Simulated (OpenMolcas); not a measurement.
## Multiconfigurational calculation on Kr²⁺

Input:

```
&GATEWAY
Coord
1

Kr 0.0 0.0 0.0
Basis=ANO-R2
Group=XYZ
NoMove
AngMom=0.0 0.0 0.0
AMFI
&SEWARD
&RASSCF
FileOrb=start.orb
Symmetry=1
Spin=3
nActEl=4 0 0
Inactive=9 6
Ras2=0 3
CIRoot=3 3 1
SDav=3
CIMx=300
Iter=120 100
PrWF=0.3
OrbListing=Nothing
MaxOrb=0
Atom
>>> COPY $Project.JobIph JOB001
&RASSCF
FileOrb=start.orb
Symmetry=1
Spin=1
nActEl=4 0 0
Inactive=9 6
Ras2=0 3
CIRoot=6 6 1
SDav=6
CIMx=300
Iter=120 100
PrWF=0.3
OrbListing=Nothing
MaxOrb=0
Atom
>>> COPY $Project.JobIph JOB002
&RASSI
NrOfJobIphs=2 3 6
1 2 3
1 2 3 4 5 6
IphNames
JOB001
JOB002
EJob
SpinOrbit
DIPRint=1.0
SOCoupling=1000.0
Subsets=2
MEES
Property=10
'ANGMOM' 1 'ANGMOM' 2 'ANGMOM' 3 'MLTPL  1' 1 'MLTPL  1' 2 'MLTPL  1' 3
'AMFI' 1 'AMFI' 2 'AMFI' 3 'MLTPL  2' 6
SOProperty=3
'ANGMOM' 1 'ANGMOM' 2 'ANGMOM' 3
```

Launched by
```bash
OMP_NUM_THREADS=1 MOLCAS_MEM=1689 MOLCAS_PROJECT=a pymolcas a.inp > a.log  # once for each step of the input, in one work folder
```

A driver script runs the steps one by one and writes start.orb anew before each from the orbitals found so far.

Output, cut to the results:

```
--- SEWARD ---
Basis set label: KR.ANO-R...6S5P4D3F1G.

      Electronic valence basis set:
      ------------------
      Associated Effective Charge  36.000000 au
      Associated Actual Charge     36.000000 au
      Nuclear Model: Finite nucleus - Gaussian distribution
        Gaussian exponent, Xi/bohr**(-2):  2.34612E+08

      Shell  nPrim  nBasis  Cartesian Spherical Contaminant
         s      21       6        X
         p      15       5        X
         d       9       4                 X
         f       6       3                 X
         g       4       1                 X
                  Relativistic X2C integrals
                  Atomic mean-field integrals
--- RASSCF ---
Wave function specifications:
      -----------------------------

      Number of closed shell electrons          30
      Number of electrons in active shells       4
      Max number of holes in RAS1 space          0
      Max nr of electrons in RAS3 space          0
      Number of inactive orbitals               15
      Number of active orbitals                  3
      Number of secondary orbitals              53
      Spin quantum number                      1.0
      State symmetry                             1
Orbital specifications:
      -----------------------

      Symmetry species                           1   2
                                                ag  au
      Frozen orbitals                            0   0
      Inactive orbitals                          9   6
      Active orbitals                            0   3
      RAS1 orbitals                              0   0
      RAS2 orbitals                              0   3
      RAS3 orbitals                              0   0
      Secondary orbitals                        26  27
      Deleted orbitals                           0   0
      Number of basis functions                 35  36
      Number of CSFs                             3
      Number of root(s) required                 3
      Iter CI   SX   CI       RASSCF       Energy    max ROT     max BLB   max BLB  Level Ln srch  Step   QN
          iter iter root      energy       change     param      element    value   shift minimum  type update
 Nr of preliminary CI iterations:   1
      Total energies have been shifted. Add                -2000.00 au
        1   1    9    0  -786.86763277    0.00E+00   1.01E-01*   9  12 2  1.72E-01*  0.00   0.00    SX    NO
        2   1    9    0  -786.92509045   -5.75E-02*  6.90E-03    5  18 1  6.75E-02*  0.00   0.00    SX    NO
        3   1    8    0  -786.92693304   -1.84E-03*  3.68E-03    6  19 1 -4.31E-02*  0.00   0.00    SX    NO
        4   1    8    0  -786.92742397   -4.91E-04*  1.83E-03    5  18 1  2.39E-02*  0.00   0.00    SX    NO
        5   1    8    0  -786.92757474   -1.51E-04*  6.61E-04    8  21 1 -1.33E-02*  0.00   0.64    QN   YES
        6   1    5    0  -786.92764250   -6.78E-05* -6.09E-06    5  18 1 -5.72E-05   0.00   1.00    QN   YES
        7   1    3    0  -786.92764251   -1.50E-09  -7.31E-07    9  10 1  2.35E-06   0.00   1.01    QN   YES
      Convergence after  7 iterations
        8   1    3    0  -786.92764251   -4.55E-13  -7.31E-07    9  10 1  2.80E-07   0.00   1.01    QN   YES
      Natural orbitals and occupation numbers for root  1
      sym 2:   2.000000   1.000000   1.000000
      Natural orbitals and occupation numbers for root  2
      sym 2:   1.000000   1.000000   2.000000
      Natural orbitals and occupation numbers for root  3
      sym 2:   1.000000   2.000000   1.000000
::    RASSCF root number  1 Total energy:  -2786.92764251
::    RASSCF root number  2 Total energy:  -2786.92764251
::    RASSCF root number  3 Total energy:  -2786.92764251
--- RASSCF ---
Wave function specifications:
      -----------------------------

      Number of closed shell electrons          30
      Number of electrons in active shells       4
      Max number of holes in RAS1 space          0
      Max nr of electrons in RAS3 space          0
      Number of inactive orbitals               15
      Number of active orbitals                  3
      Number of secondary orbitals              53
      Spin quantum number                      0.0
      State symmetry                             1
Orbital specifications:
      -----------------------

      Symmetry species                           1   2
                                                ag  au
      Frozen orbitals                            0   0
...
--- RASSI ---
SPIN-FREE ENERGIES:
  (Shifted by EMIN (a.u.) =      -2786.9276425060)

 SF State       Relative EMIN(au)   Rel lowest level(eV)    D:o, cm**(-1)      L_eff

     1             0.0000000000        0.0000000000              0.0000         1.0
     2             0.0000000000        0.0000000000              0.0000         1.0
     3             0.0000000000        0.0000000000              0.0000         1.0
     4             0.0656755791        1.7871235508          14414.1235         2.0
     5             0.0656755791        1.7871235508          14414.1235         2.0
     6             0.0656755791        1.7871235508          14414.1235         2.0
     7             0.0656755791        1.7871235508          14414.1235         2.0
     8             0.0656755791        1.7871235508          14414.1235         2.0
     9             0.1637359617        4.4554824951          35935.8898         0.0
     Dipole printing threshold changed to   1.00000000E+00
Eigenvalues of complex Hamiltonian:
   -----------------------------------
  (Shifted by EMIN (a.u.) =      -2786.9276425060)

 SO State       Relative EMIN(au)   Rel lowest level(eV)    D:o, cm**(-1)     J-value

     1            -0.0101905664        0.0000000000              0.0000         1.0
     2            -0.0101905664        0.0000000000              0.0000         1.2
     3            -0.0101905664        0.0000000000              0.0000         1.8
     4            -0.0101905664        0.0000000000              0.0000         1.7
     5            -0.0101905664        0.0000000000              0.0000         2.0
     6             0.0083472988        0.5044410089           4068.5911         0.6
     7             0.0083472988        0.5044410089           4068.5911         1.0
     8             0.0083472988        0.5044410089           4068.5911         0.6
     9             0.0129840868        0.6306144397           5086.2485        -0.0
...
```

The J values that RASSI prints are effective ones from its own formula and need not be integers or half-integers; the table below assigns J from the states.

Levels above the lowest, from the spin-orbit matrix, grouped by J:

| Configuration | Term | J | E (eV) | Measured (eV) | g | Term weight % | Second |
| --- | --- | --- | --- | --- | --- | --- | --- |
| 4s² 4p⁴ | ³P | 2 | 0.0000 | 0.0000 | 1.489 | 98 | 2 ¹D |
| 4s² 4p⁴ | ³P | 1 | 0.5044 | 0.5639 | 1.501 | 100 |  |
| 4s² 4p⁴ | ³P | 0 | 0.6306 | 0.6587 |  | 98 | 2 ¹S |
| 4s² 4p⁴ | ¹D | 2 | 2.1146 | 1.8157 | 1.012 | 98 | 2 ³P |
| 4s² 4p⁴ | ¹S | 0 | 4.8338 | 4.1013 |  | 98 | 2 ³P |

Against the 4 measured excited levels shown (Saloman, J. Phys. Chem. Ref. Data 36, 215 (2007)) the mean absolute deviation is 2300 cm-1; the largest miss in energy is 4s² 4p⁴ ¹S₀: computed 4.8338, measured 4.1013 eV (+17.9 %).

With the s shell closed, the reference lacks s² → p² mixing. Measured partners are found by configuration, term and J. A level has none where our copy of the source lacks it or the pairing is in doubt (some pairs that miss far off the trend of their configuration count as doubtful), and it then counts in no deviation. Levels of configurations outside the active space are missing.

The term weight is that of the spin-free term in the level, not the purity of its configuration.
